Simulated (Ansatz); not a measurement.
Two members of one family (BH3 adduct), computed with Ansatz in the gas phase. The two geometries come from different levels. Binding counts from free atoms in the multiplicity of their measured ground term, without zero-point energy. The structures are stationary points that may keep the symmetry of their start.

First: B(NCMe)H3 (singlet, charge 0, r2SCAN-D4/def2-SVP geometry).

```xyz
10

B     0.4929    0.9713   -1.7779
N     0.1316    0.2602   -0.4770
C    -0.1407   -0.2785    0.5101
C    -0.4832   -0.9529    1.7437
H    -0.4957   -2.0420    1.5903
H    -1.4784   -0.6321    2.0883
H     0.2558   -0.7134    2.5237
H     0.5195    2.1660   -1.5148
H    -0.3895    0.6849   -2.5767
H     1.5877    0.5365   -2.1099
```

| level | HOMO (eV) | LUMO (eV) | gap (eV) | binding per atom (eV) |
| --- | --- | --- | --- | --- |
| LDA (SPW92)/def2-TZVP | -6.49 | -1.64 | 4.85 | 4.57 |
| PBE-D4/def2-SVP | -6.30 | -1.38 | 4.92 | 4.14 |
| B3LYP-D4/6-31G | -7.22 | -0.48 | 6.74 | 3.92 |
| PBE0-D4/def2-SVP | -7.55 | -0.42 | 7.12 | 4.05 |
| PBE0-D4/def2-TZVP | -7.62 | -0.49 | 7.13 | 4.01 |

Second: B(NH2Me)H3 (singlet, charge 0, PBE-D4/def2-TZVP geometry).

```tsv
atom	x (Å)	y (Å)	z (Å)
B1	-0.5466	-0.9537	0.8003
N2	0.4874	-0.2611	-0.2619
C3	0.1684	1.1484	-0.5936
H4	0.4956	-0.8225	-1.1196
H5	1.4345	-0.3175	0.1252
H6	0.8874	1.5745	-1.3067
H7	-0.8440	1.1782	-1.0126
H8	0.1723	1.7246	0.3385
H9	-1.6419	-0.9018	0.2660
H10	-0.4729	-0.2762	1.8114
H11	-0.1403	-2.0928	0.9531
```

What does the change do? Estimate second minus first.


```csv
level,Δ HOMO (eV),Δ LUMO (eV),Δ gap (eV),Δ binding per atom (eV)
LDA (SPW92)/def2-TZVP,0.07,0.85,0.79,-0.57
PBE-D4/def2-SVP,0.15,1.24,1.09,-0.54
B3LYP-D4/6-31G,0.06,1.42,1.36,-0.42
PBE0-D4/def2-SVP,-0.02,1.21,1.24,-0.48
PBE0-D4/def2-TZVP,-0.10,0.71,0.81,-0.47
```
